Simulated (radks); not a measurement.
Spherical quantum dot in the effective-mass picture: electrons in a hard-walled sphere of radius 2.77, all in effective atomic units (hartree* = m*/eps^2 hartree, bohr* = eps/m* bohr), one dielectric constant everywhere. Method: non-relativistic Kohn-Sham, LDA (Slater exchange, Perdew-Wang correlation), spin-polarised, spherical densities; computed with a radial shooting solver with Libxc functionals. Levels are named by radial order and angular momentum (1s, 1p, 1d, 2s, ...), and open shells are averaged over m.

N = 17, configuration 1s2 1p6 1d(up 5, down 4). This is the lowest configuration that the search found. Occupied and some empty levels:

level,occupation,eigenvalue (hartree*),<r> (bohr*)
1s up,1,8.6754,1.737
1s down,1,8.6942,1.736
1p up,3,9.0833,1.854
1p down,3,9.1033,1.853
1d up,5,9.7348,1.939
1d down,4,9.7554,1.939
1f up,0,10.597,2.006
1f down,0,10.618,2.006
2s up,0,10.765,1.268
2s down,0,10.775,1.268
2p up,0,11.961,1.457
2p down,0,11.974,1.457

Energy (hartree*): total 92.3704, kinetic 31.413, external 0, Hartree 70.087, exchange-correlation -9.1297.
